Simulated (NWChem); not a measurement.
System: Si2H4OClF; SMILES [SiH2](Cl)O[SiH2]F

NWChem input:

```
start job
memory heap 200 mb stack 900 mb global 1100 mb
geometry units angstroms noautoz
  Si    -0.647405    -1.745757    -0.234246
  F     -0.156150    -2.368240     1.176677
  O      0.321332    -0.468875    -0.616136
  Si     0.957629     0.980369    -0.151815
  Cl    -0.364944     1.940400     1.110187
  H     -2.051905    -1.300290    -0.066179
  H     -0.474593    -2.777858    -1.282506
  H      1.143126     1.817751    -1.361234
  H      2.226324     0.766512     0.587280
end
basis spherical
  * library def2-tzvp
end
dft
  xc pw6b95
  iterations 150
  semidirect filesize 400000000
  mulliken
end
task dft energy
```

Excerpt of the output:

```
             Northwest Computational Chemistry Package (NWChem) 7.3.0
             --------------------------------------------------------

 C1  symmetry detected

                             Geometry "geometry" -> ""
                             -------------------------

 Output coordinates in angstroms (scale by  1.889725989 to convert to a.u.)

  No.       Tag          Charge          X              Y              Z
 ---- ---------------- ---------- -------------- -------------- --------------
    1 Si                  14.0000    -0.00605557    -1.79679203    -0.51047177
    2 F                    9.0000    -0.87435760    -2.18435924     0.79924710
    3 O                    8.0000     0.88933485    -0.45504961    -0.17473037
    4 Si                  14.0000     0.90640438     1.10883550     0.34943373
    5 Cl                  17.0000    -0.87516692     2.02323073    -0.15394781
    6 H                    1.0000    -0.95541789    -1.52438358    -1.61673234
    7 H                    1.0000     0.92971711    -2.90957863    -0.79328082
    8 H                    1.0000     2.00952171     1.82026196    -0.33999836
    9 H                    1.0000     1.04367290     1.14979917     1.82627583

 Effective nuclear repulsion energy (a.u.)     364.4372598902

                                 NWChem DFT Module
                                 -----------------

 Summary of "ao basis" -> "ao basis" (spherical)
 ------------------------------------------------------------------------------
       Tag                 Description            Shells   Functions and Types
 ---------------- ------------------------------  ------  ---------------------
 Si                        def2-tzvp                13       37   5s5p2d1f
 F                         def2-tzvp                11       31   5s3p2d1f
 O                         def2-tzvp                11       31   5s3p2d1f
 Cl                        def2-tzvp                13       37   5s5p2d1f
 H                         def2-tzvp                 4        6   3s1p

            General Information
            -------------------
          SCF calculation type: DFT
          Wavefunction type:  closed shell.
          No. of atoms     :     9
          No. of electrons :    66
           Alpha electrons :    33
            Beta electrons :    33
          Charge           :     0
          Spin multiplicity:     1
          Use of symmetry is: off; symmetry adaption is: off
          Maximum number of iterations: 150
          AO basis - number of functions:   197
                     number of shells:    77
          Convergence on energy requested:  1.00D-06
          Convergence on density requested:  1.00D-05
          Convergence on gradient requested:  5.00D-04

              XC Information
              --------------
                       PW6B95 Method XC Functional
                     Hartree-Fock (Exact) Exchange  0.280
                    PW6B95 GGA Exchange Functional  0.720
                      PW6B95 Correlation Potential  1.000

             Grid Information
             ----------------
          Grid used for XC integration:  medium
          Radial quadrature: Mura-Knowles
          Angular quadrature: Lebedev.
          Tag              B.-S. Rad. Rad. Pts. Rad. Cut. Ang. Pts.
          ---              ---------- --------- --------- ---------
          Si                  1.10       88          12.0       590
          F                   0.50       49          13.0       434
          O                   0.60       49           9.0       434
          Cl                  1.00       88          13.0       590
          H                   0.35       45          12.0       434
          Grid pruning is: on
          Number of quadrature shells:   542
          Spatial weights used:  Erf1

      Superposition of Atomic Density Guess
      -------------------------------------

 Sum of atomic energies:       -1213.35013202

      Non-variational initial energy
      ------------------------------

 Total energy =   -1214.628448
 1-e energy   =   -2406.635333
 2-e energy   =     827.569625
 HOMO         =      -0.379382
 LUMO         =       0.031999

------------------------------------------------------------
EAF file 0: "./job.aoints.0" size=558366720 bytes
------------------------------------------------------------
               write      read    awrite     aread      wait
               -----      ----    ------     -----      ----
     calls:     1065         0         0         0         0
   data(b): 5.58e+08  0.00e+00  0.00e+00  0.00e+00
   time(s): 0.00e+00  0.00e+00  0.00e+00  0.00e+00  0.00e+00
rate(mb/s): 0.00e+00  0.00e+00
------------------------------------------------------------

     ---------------------------------------------
      Total Density - Mulliken Population Analysis
     ---------------------------------------------

    Atom       Charge   Shell Charges
 -----------   ------   -------------------------------------------------------
    1 Si  14    13.00   2.00  0.59  1.39  0.80  0.38  4.10  1.74  0.46  0.90  0.23  0.18  0.16  0.07
    2 F    9     9.52   0.77  1.20  0.61  1.02  0.31  2.37  2.36  0.88  0.00  0.01  0.00
    3 O    8     8.74   0.79  1.18  0.58  0.96  0.22  2.04  2.26  0.69  0.00  0.01  0.00
    4 Si  14    13.13   2.00  0.59  1.39  0.82  0.37  4.10  1.73  0.46  1.00  0.28  0.15  0.18  0.05
    5 Cl  17    17.39   2.01  0.45  1.52  1.11  0.84  4.19  1.69  1.11  2.96  1.51  0.00  0.02  0.00
    6 H    1     1.06   0.23  0.54  0.28  0.01
    7 H    1     1.05   0.23  0.54  0.28  0.01
    8 H    1     1.05   0.23  0.54  0.27  0.01
    9 H    1     1.05   0.23  0.54  0.28  0.01

   convergence    iter        energy       DeltaE   RMS-Dens  Diis-err
 ---------------- ----- ----------------- --------- --------- ---------
 d= 0,ls=0.0,diis     1  -1217.9348326760 -1.58D+03  4.77D-03  1.45D+00
 d= 0,ls=0.0,diis     2  -1217.8999220228  3.49D-02  2.69D-03  1.67D+00
 d= 0,ls=0.0,diis     3  -1218.0346197233 -1.35D-01  6.71D-04  1.20D-01
 d= 0,ls=0.0,diis     4  -1218.0427858595 -8.17D-03  2.64D-04  7.99D-03
 d= 0,ls=0.0,diis     5  -1218.0436525970 -8.67D-04  5.90D-05  8.77D-04
  Resetting Diis
 d= 0,ls=0.0,diis     6  -1218.0437259003 -7.33D-05  1.61D-05  6.41D-05
 d= 0,ls=0.0,diis     7  -1218.0437306857 -4.79D-06  9.09D-06  3.53D-06
 d= 0,ls=0.0,diis     8  -1218.0437304615  2.24D-07  4.85D-06  6.19D-06

         Total DFT energy =    -1218.043730461515
      One electron energy =    -2410.731890878310
           Coulomb energy =      920.225323851135
    Exchange-Corr. energy =      -91.974423324585
 Nuclear repulsion energy =      364.437259890245

 Numeric. integr. density =       65.999988247704

                       DFT Final Molecular Orbital Analysis
                       ------------------------------------

 Vector   31  Occ=2.000000D+00  E=-3.572063D-01
              MO Center= -5.0D-01,  7.3D-01, -3.5D-01, r^2= 5.2D+00
   Bfn.  Coefficient  Atom+Function         Bfn.  Coefficient  Atom+Function
  ----- ------------  ---------------      ----- ------------  ---------------
   152      0.333604  5 Cl py               151      0.235968  5 Cl px
   155      0.208250  5 Cl py               149      0.159601  5 Cl py
   154      0.144517  5 Cl px               175      0.140992  6 H  s
   153      0.129199  5 Cl pz               143     -0.127491  5 Cl py
    15     -0.121080  1 Si px               148      0.114452  5 Cl px

 Vector   32  Occ=2.000000D+00  E=-3.472582D-01
              MO Center= -1.1D-01, -2.5D-01, -4.7D-01, r^2= 5.5D+00
   Bfn.  Coefficient  Atom+Function         Bfn.  Coefficient  Atom+Function
  ----- ------------  ---------------      ----- ------------  ---------------
   152      0.286527  5 Cl py                74     -0.196362  3 O  px
   155      0.183088  5 Cl py                77     -0.169741  3 O  px
   153      0.154591  5 Cl pz               181      0.149576  7 H  s
   175     -0.146043  6 H  s                149      0.138967  5 Cl py
   176     -0.133009  6 H  s                 15      0.122053  1 Si px

 Vector   33  Occ=2.000000D+00  E=-3.354553D-01
              MO Center=  1.6D-01,  1.6D+00,  1.9D-01, r^2= 3.5D+00
   Bfn.  Coefficient  Atom+Function         Bfn.  Coefficient  Atom+Function
  ----- ------------  ---------------      ----- ------------  ---------------
   153      0.357941  5 Cl pz               156      0.234188  5 Cl pz
   150      0.173759  5 Cl pz               193     -0.161457  9 H  s
   187      0.154127  8 H  s                151     -0.146769  5 Cl px
   194     -0.140365  9 H  s                116     -0.136834  4 Si pz
   144     -0.137231  5 Cl pz               188      0.132639  8 H  s

 Vector   34  Occ=0.000000D+00  E= 2.533239D-03
              MO Center=  7.4D-01,  2.0D-01, -6.3D-04, r^2= 6.8D+00
   Bfn.  Coefficient  Atom+Function         Bfn.  Coefficient  Atom+Function
  ----- ------------  ---------------      ----- ------------  ---------------
   118      0.732979  4 Si py                73      0.676742  3 O  s
    18     -0.359612  1 Si px                19     -0.298791  1 Si py
   119      0.280336  4 Si pz               115      0.274998  4 Si py
   194     -0.174687  9 H  s                155     -0.167708  5 Cl py
    71      0.150402  3 O  s                 16     -0.140963  1 Si py

 Vector   35  Occ=0.000000D+00  E= 1.693576D-02
              MO Center=  5.8D-01,  7.0D-01,  1.7D-01, r^2= 6.1D+00
   Bfn.  Coefficient  Atom+Function         Bfn.  Coefficient  Atom+Function
  ----- ------------  ---------------      ----- ------------  ---------------
   117      0.851054  4 Si px               141      0.633057  5 Cl s
   119      0.502003  4 Si pz                20     -0.491454  1 Si pz
   176     -0.378512  6 H  s                154      0.351610  5 Cl px
   104     -0.316440  4 Si s                114      0.286600  4 Si px
   194     -0.274976  9 H  s                155     -0.243062  5 Cl py

 Vector   36  Occ=0.000000D+00  E= 1.810492D-02
              MO Center=  2.0D-01, -1.2D+00, -3.8D-01, r^2= 6.6D+00
   Bfn.  Coefficient  Atom+Function         Bfn.  Coefficient  Atom+Function
  ----- ------------  ---------------      ----- ------------  ---------------
    20      0.720691  1 Si pz                18     -0.493085  1 Si px
   118     -0.431261  4 Si py                42     -0.339812  2 F  s
    19     -0.330344  1 Si py                82     -0.257592  3 O  pz
     5     -0.254125  1 Si s                141      0.249387  5 Cl s
   194      0.247022  9 H  s                117      0.233257  4 Si px

------------------------------------------------------------
EAF file 0: "./job.aoints.0" size=910163968 bytes
------------------------------------------------------------
               write      read    awrite     aread      wait
               -----      ----    ------     -----      ----
     calls:     1736         7         0     12145     12145
   data(b): 9.10e+08  3.67e+06  0.00e+00  6.37e+09
   time(s): 0.00e+00  0.00e+00  0.00e+00  0.00e+00  0.00e+00
rate(mb/s): 0.00e+00  0.00e+00
------------------------------------------------------------

     ---------------------------------------------
      Total Density - Mulliken Population Analysis
     ---------------------------------------------

    Atom       Charge   Shell Charges
 -----------   ------   -------------------------------------------------------
    1 Si  14    13.40   2.00  0.57  1.39  0.86  0.26  4.14  1.68  0.59  1.07  0.17  0.27  0.27  0.10
    2 F    9     9.33   0.77  1.20  0.61  0.97  0.35  2.29  2.15  0.97  0.00  0.01  0.00
    3 O    8     8.37   0.79  1.18  0.57  0.93  0.24  1.93  2.02  0.70  0.00  0.01  0.00
    4 Si  14    13.51   2.00  0.57  1.39  0.89  0.26  4.14  1.68  0.59  1.20  0.21  0.22  0.28  0.07
    5 Cl  17    17.24   2.01  0.43  1.52  1.14  0.80  4.20  1.66  1.15  2.84  1.45  0.01  0.03  0.00
    6 H    1     1.05   0.26  0.53  0.25  0.01
    7 H    1     1.05   0.26  0.53  0.25  0.01
    8 H    1     1.03   0.25  0.53  0.24  0.01
    9 H    1     1.03   0.25  0.53  0.24  0.01

     -------------------------------------------
      Total Density - Lowdin Population Analysis
     -------------------------------------------

    Atom       Charge   Shell Charges
 -----------   ------   -------------------------------------------------------
    1 Si  14    13.89   2.00  0.83  1.09  0.49  0.30  3.85  1.87  0.68  0.99  0.45  0.30  0.69  0.33
    2 F    9     9.02   0.86  1.10  0.60  0.72  0.39  2.15  2.15  1.03  0.00  0.01  0.00
    3 O    8     8.01   0.87  1.09  0.51  0.55  0.29  1.79  1.91  0.96  0.00  0.03  0.00
    4 Si  14    14.11   2.00  0.83  1.09  0.52  0.33  3.85  1.87  0.68  1.10  0.57  0.24  0.77  0.26
    5 Cl  17    16.79   1.98  0.84  1.14  0.90  0.75  3.93  1.89  1.27  2.48  1.55  0.01  0.04  0.00
    6 H    1     1.05   0.25  0.48  0.30  0.02
    7 H    1     1.05   0.25  0.48  0.30  0.02
    8 H    1     1.04   0.25  0.48  0.29  0.02
    9 H    1     1.04   0.25  0.47  0.29  0.02

     Multipole analysis of the density
     ---------------------------------

     L   x y z        total         alpha         beta         nuclear
     -   - - -        -----         -----         ----         -------
     0   0 0 0      0.000000    -33.000000    -33.000000     66.000000

     1   1 0 0      0.539913      0.269957      0.269957      0.000000
     1   0 1 0     -0.038917     -0.019459     -0.019459      0.000000
     1   0 0 1     -0.281181     -0.140590     -0.140590     -0.000000

     2   2 0 0    -37.668312    -98.532348    -98.532348    159.396384
     2   1 1 0      0.394765     -2.807049     -2.807049      6.008864
     2   1 0 1      1.137557     -1.690297     -1.690297      4.518151
     2   0 2 0    -38.147180   -361.939913   -361.939913    685.732646
     2   0 1 1      2.501908     -6.154618     -6.154618     14.811145
     2   0 0 2    -37.424919    -51.651783    -51.651783     65.878648
```

Level: PW6B95/def2-TZVP. Geometry: optimised at PBE0/def2-SVP.
